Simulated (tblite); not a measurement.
Compound: C₅H₉NOSi.
Atom-mapped SMILES: `[CH3:1][C:2](/[CH:3]=[N:4]\[SiH3:5])=[CH:6]\[CH:7]=[O:8]` (hydrogens: H9, H10, H11 on C1; H12 on C3; H13, H14, H15 on Si5; H16 on C6; H17 on C7)

The geometry is computed with GFN2-xTB (gas phase).

Question: Give the optimised bond lengths and angles.

Answer: 
| bond | length (bohr) |
| --- | --- |
| C1–C2 | 2.822 |
| C2–C3 | 2.788 |
| C3=N4 | 2.363 |
| N4–Si5 | 3.248 |
| C2=C6 | 2.540 |
| C6–C7 | 2.750 |
| C7=O8 | 2.280 |
| C1–H9, C1–H10, C1–H11 | 2.057 |
| C3–H12 | 2.069 |
| Si5–H13, Si5–H14, Si5–H15 | 2.765 |
| C6–H16 | 2.046 |
| C7–H17 | 2.091 |

Bonds in one row agree within 0.02 bohr and their mean is given. A selection of angles:
| angle | degrees |
| --- | --- |
| C2–C1–H9 | 112.8 |
| C2–C1–H10 | 109.8 |
| H9–C1–H10 | 108.9 |
| H10–C1–H11 | 107.4 |
| C1–C2–C3 | 114.3 |
| C1–C2–C6 | 126.5 |
| C3–C2–C6 | 119.2 |
| C2–C3–N4 | 128.3 |
| C2–C3–H12 | 114.2 |
| N4–C3–H12 | 117.5 |
| C3–N4–Si5 | 138.7 |
| N4–Si5–H13 | 101.6 |
| N4–Si5–H14 | 118.5 |
| N4–Si5–H15 | 102.9 |
| H13–Si5–H14 | 109.9 |
| H13–Si5–H15 | 113.2 |
| H14–Si5–H15 | 110.6 |
| C2–C6–C7 | 127.0 |
| C2–C6–H16 | 118.5 |
| C7–C6–H16 | 114.4 |
| C6–C7–O8 | 123.9 |
| C6–C7–H17 | 115.8 |
| O8–C7–H17 | 120.3 |

Dihedral angles: C1–C2–C3–N4 142° (anticlinal); C2–C3–N4–Si5 -4° (synperiplanar); C1–C2–C6–C7 -1° (synperiplanar); C2–C6–C7–O8 -177° (antiperiplanar). The mirror-image conformer, all signs reversed, is as good.

Si5 (SiH3 silicon) is distorted tetrahedral (angles from 101.6° to 118.5°). The 4 C–C bonds span 1.344 Å (C2=C6, drawn double) to 1.493 Å (C1–C2, drawn single), a spread of 0.149 Å. Of the pairs four or more bonds apart, H9···H17 is among the closest relative to their van der Waals radii: 2.06 Å, 86 % of the sum of Bondi's values.

Point group: C1 (no symmetry element, even within 0.4 Å). GFN2-xTB frequencies show an imaginary mode (25i cm⁻¹), so the point is no minimum at that level.
